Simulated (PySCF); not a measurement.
SMILES C([SiH](F)F)C[Si](Cl)(Cl)Cl (C₂H₅Cl₃F₂Si₂), PBE0/def2-SVP optimised geometry.

```
14

Si    -2.54    -2.08    -3.07
F     -1.91    -3.57    -3.08
F     -4.14    -2.25    -2.97
C     -1.91    -1.19    -1.56
C     -0.38    -1.15    -1.50
Si     0.28    -0.25     0.00
Cl    -0.39    -1.16     1.72
Cl     2.33    -0.25     0.00
Cl    -0.38     1.69     0.00
H     -2.21    -1.44    -4.36
H     -2.33    -1.69    -0.67
H     -2.34    -0.17    -1.56
H      0.05    -2.16    -1.48
H      0.05    -0.64    -2.38
```

Density from PBE0/def2-TZVP (PySCF) at that geometry.

Minimum of the electron density along straight lines between bonded atoms, close to the bond critical point (lines longer than 1.1 times the sum of covalent radii, or with two minima, are not listed):

```json
[
 {"bond": "Si1–F2", "length / Å": "1.617", "ρ at the minimum / e bohr⁻³": "0.133", "∇²ρ there / e bohr⁻⁵": "0.92", "position (fraction from the first atom)": "0.42"},
 {"bond": "Si1–F3", "length / Å": "1.615", "ρ at the minimum / e bohr⁻³": "0.134", "∇²ρ there / e bohr⁻⁵": "0.93", "position (fraction from the first atom)": "0.42"},
 {"bond": "Si1–C4", "length / Å": "1.857", "ρ at the minimum / e bohr⁻³": "0.131", "∇²ρ there / e bohr⁻⁵": "0.17", "position (fraction from the first atom)": "0.39"},
 {"bond": "C4–C5", "length / Å": "1.534", "ρ at the minimum / e bohr⁻³": "0.234", "∇²ρ there / e bohr⁻⁵": "…", "position (fraction from the first atom)": "0.50"},
 {"bond": "C5–Si6", "length / Å": "1.862", "ρ at the minimum / e bohr⁻³": "0.130", "∇²ρ there / e bohr⁻⁵": "0.14", "position (fraction from the first atom)": "0.61"},
 {"bond": "Si6–Cl7", "length / Å": "2.054", "ρ at the minimum / e bohr⁻³": "0.102", "∇²ρ there / e bohr⁻⁵": "0.22", "position (fraction from the first atom)": "0.36"},
 {"bond": "Si6–Cl8", "length / Å": "2.051", "ρ at the minimum / e bohr⁻³": "0.102", "∇²ρ there / e bohr⁻⁵": "0.22", "position (fraction from the first atom)": "0.36"},
 {"bond": "Si6–Cl9", "length / Å": "2.056", "ρ at the minimum / e bohr⁻³": "0.101", "∇²ρ there / e bohr⁻⁵": "0.22", "position (fraction from the first atom)": "0.36"},
 {"bond": "Si1–H10", "length / Å": "1.482", "ρ at the minimum / e bohr⁻³": "0.128", "∇²ρ there / e bohr⁻⁵": "0.13", "position (fraction from the first atom)": "0.49"},
 {"bond": "C4–H11", "length / Å": "1.104", "ρ at the minimum / e bohr⁻³": "0.268", "∇²ρ there / e bohr⁻⁵": "-0.88", "position (fraction from the first atom)": "0.64"},
 {"bond": "C4–H12", "length / Å": "1.104", "ρ at the minimum / e bohr⁻³": "0.267", "∇²ρ there / e bohr⁻⁵": "-0.88", "position (fraction from the first atom)": "0.64"},
 {"bond": "C5–H13", "length / Å": "1.104", "ρ at the minimum / e bohr⁻³": "0.269", "∇²ρ there / e bohr⁻⁵": "-0.89", "position (fraction from the first atom)": "0.65"},
 {"bond": "C5–H14", "length / Å": "1.105", "ρ at the minimum / e bohr⁻³": "0.267", "∇²ρ there / e bohr⁻⁵": "-0.88", "position (fraction from the first atom)": "0.64"}
]
```

**Question.** Fill in the missing entries.

**Answer.** 
- C4–C5, ∇²ρ there / e bohr⁻⁵: -0.54
